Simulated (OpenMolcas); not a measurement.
How methods differ on BGeSiH4F (SMILES F[SiH]1[BH][GeH2]1)

BGeSiH4F: 8 atoms, total charge 0, spin state singlet. SMILES: `F[SiH]1[BH][GeH2]1`. The coordinates come from a PBE0-D4/def2-TZVP relaxation.

```tsv
atom	x (Å)	y (Å)	z (Å)
F	-2.8022	-0.0970	1.0426
Si	-1.2542	-0.1521	0.6696
B	-0.4001	0.4697	-0.8532
Ge	1.4170	-0.0023	-0.4445
H	-0.5960	-0.8205	1.8146
H	-0.7861	1.0141	-1.8344
H	1.8434	-0.7089	0.8525
H	2.6703	0.2398	-1.3031
```

Quantity: the energy change with the Si2–B3 bond stretched from 1.853 to 2.780 Å, in eV. The values are calculated.

```tsv
level	kind	program	value (eV)	less CCSD(T)/def2-SVP	CPU time (all runs)
HF/def2-SVP (restricted)	Hartree–Fock	OpenMolcas	2.62	-0.06	25 s
SVWN5/def2-SVP (restricted)	LDA	OpenMolcas	2.81	+0.13	68 s
BLYP/def2-SVP (restricted)	GGA	OpenMolcas	2.36	-0.32	1.7 min
M06-L/def2-SVP (restricted)	meta-GGA	OpenMolcas	2.79	+0.11	1.7 min
M06-2X/def2-SVP (restricted)	hybrid meta-GGA	OpenMolcas	2.82	+0.14	99 s
B2PLYP/def2-SVP (restricted)	double hybrid	OpenMolcas	2.71	+0.03	73 s
MP2/def2-SVP (restricted)	perturbation theory	OpenMolcas	2.95	+0.27	24 s
CCSD(T)/def2-SVP (Cholesky decomposition) (restricted)	coupled cluster or CI	OpenMolcas	2.68	0.00	13 min
```

CCSD(T)/def2-SVP (Cholesky decomposition) (restricted) is the highest level here, not the true value. All-electron rows without a relativistic Hamiltonian named are non-relativistic. The first shape isn't each level's own minimum. The values span 2.36 to 2.95 eV. In the correlated wave-function rows the outer d shell of Ge is correlated, in sets not made for it. CPU times are rough (shared hosts, several kinds of processor and program).
